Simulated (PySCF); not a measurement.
Potential energy of CsC along the bond

Set-up: Cs x2c-TZVPPall, C x2c-TZVPPall; spin-free X2C with a Gaussian nucleus (PySCF 2.14). Energies in eV from Cs + C in their ground configurations at the same level. All curves are PBE0. state 1: ⁴Σ⁻ (quartet), unpaired electrons σ ↑, π ↑↑; state 2: Ms = 0.5 determinant of mixed spin (⟨S²⟩ near 1.8), unpaired electrons σ ↑, π ↑↓, a mixture of terms (⟨Lz²⟩ = 2.0), a second solution, started from another occupation; state 3: Ms = 0.5 determinant of mixed spin (⟨S²⟩ near 1.8), unpaired electrons σ ↓, π ↑↑, a second solution, started from another occupation.

```tsv
R (Å)	state 1	state 2	state 3
2.334	-2.044	-1.399	-1.417
2.443	-2.266	-1.614	-1.620
2.551	-2.391	-1.735	-1.733
2.633	-2.436	-1.778	-1.773
2.714	-2.448	-1.789	-1.782
2.795	-2.434	-1.775	-1.768
2.904	-2.386	-1.727	-1.722
3.040	-2.293	-1.636	-1.634
3.203	-2.152	-1.498	-1.506
3.420	-1.945	-1.297	-1.322
```

Q: Put a parabola through the three lowest points of the state 1 curve and estimate Re, k and ωe (reduced mass 11.01 u; 1 eV/Å² = 0.16022 mdyn/Å; ωe = 1302.8·√(k/μ) cm⁻¹).

A: Through R = 2.633, 2.714, 2.795 Å the second-order coefficient is 1.98 eV/Å², so Re ≈ 2.711 Å, k ≈ 0.635 mdyn/Å and ωe ≈ 313 cm⁻¹. A polynomial fit of higher order to the unrounded PBE0 energies gives Re = 2.708 Å, k = 0.629 mdyn/Å, ωe = 311 cm⁻¹; anharmonicity and rounding make the difference.

The higher-order fit for each curve: state 1: Re = 2.708 Å, ωe = 311 cm⁻¹, De = 2.45 eV; state 2: Re = 2.706 Å, ωe = 308 cm⁻¹, minimum 1.79 eV below the ground-state fragments; state 3: Re = 2.702 Å, ωe = 301 cm⁻¹, minimum 1.78 eV below the ground-state fragments.

These are scalar-relativistic numbers at best; spin–orbit coupling would shift them, the dissociation energy most. The state is the lowest determinant that a PBE0 search found; another state may lie lower at other levels.
